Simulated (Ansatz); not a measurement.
Reaction (formal exchange of groups at a Te–C bond): `[SiH3]C(Cl)(Cl)[TeH]` + `O[SiH](O)O` → `O[Si](O)(O)[TeH]` + `[SiH3]C(Cl)Cl`

Program: Ansatz. Geometries: PBE0-D4/def2-TZVP. ΔE: electronic, gas phase. CCSD(T)/CBS is the MP2 limit (def2-TZVPP, def2-QZVPP) plus CCSD(T) − MP2 in def2-TZVPP, frozen cores. Functionals use def2-TZVPP. Elements past krypton have def2 core potentials. For Te outer-core shells are correlated without core-valence functions, which leaves a few kJ/mol of doubt a bond. Each species was taken in one conformer, which may not be the lowest.

`[SiH3]C(Cl)(Cl)[TeH]`:

Cartesian coordinates in Å:
```
Si -0.630 -1.000 -0.039
C 0.177 0.660 -0.481
Cl 1.652 0.354 -1.419
Cl -0.981 1.621 -1.436
Te 0.566 1.835 1.299
H 0.318 -1.736 0.832
H -0.878 -1.749 -1.295
H -1.899 -0.723 0.673
H 1.675 0.738 1.867
```

`O[SiH](O)O`:

```xyz
8

O     1.245   -1.008    0.358
Si   -0.080   -0.253   -0.218
O     0.134    1.342   -0.541
O    -1.255   -0.300    0.916
H     1.514   -0.809    1.256
H    -0.420   -0.991   -1.450
H     0.725    1.579   -1.257
H    -1.862    0.440    0.935
```

`O[Si](O)(O)[TeH]`:

```xyz
9

O     0.918    0.321   -1.356
Si    0.175    0.059    0.071
O     1.345   -0.267    1.167
O    -0.695    1.401    0.383
Te   -1.370   -1.891    0.121
H     1.487   -0.371   -1.697
H     1.069   -0.405    2.075
H    -0.401    2.205   -0.052
H    -2.528   -1.052   -0.714
```

`[SiH3]C(Cl)Cl`:

Cartesian coordinates in Å:
```
Si 0.557 0.762 -0.264
C -0.398 -0.786 0.275
Cl -1.368 -1.385 -1.088
Cl -1.413 -0.395 1.678
H 1.386 1.219 0.879
H 1.422 0.400 -1.414
H -0.435 1.792 -0.647
H 0.248 -1.608 0.579
```

```csv
species,r2SCAN-D4 energy (Eh)
`[SiH3]C(Cl)(Cl)[TeH]`,-1518.45165
`O[SiH](O)O`,-517.71410
`O[Si](O)(O)[TeH]`,-785.87201
`[SiH3]C(Cl)Cl`,-1250.33294
```

(1) Work out ΔE.

Largest T1 diagnostic among the species: 0.012.

Answers

(1) ΔE = (-785.87201) + (-1250.33294) − (-1518.45165) − (-517.71410) = -0.03920 Eh = -1.07 eV. CCSD(T)/CBS gives -0.94 eV.

In def2-TZVPP, CCSD(T) changes the Hartree–Fock value by +0.26 eV (the triples alone add +0.05 eV) and MP2 by +0.32 eV. From PBE to PBE0 (25 % exact exchange), in def2-TZVPP and without D4, ΔE moves by −0.07 eV.
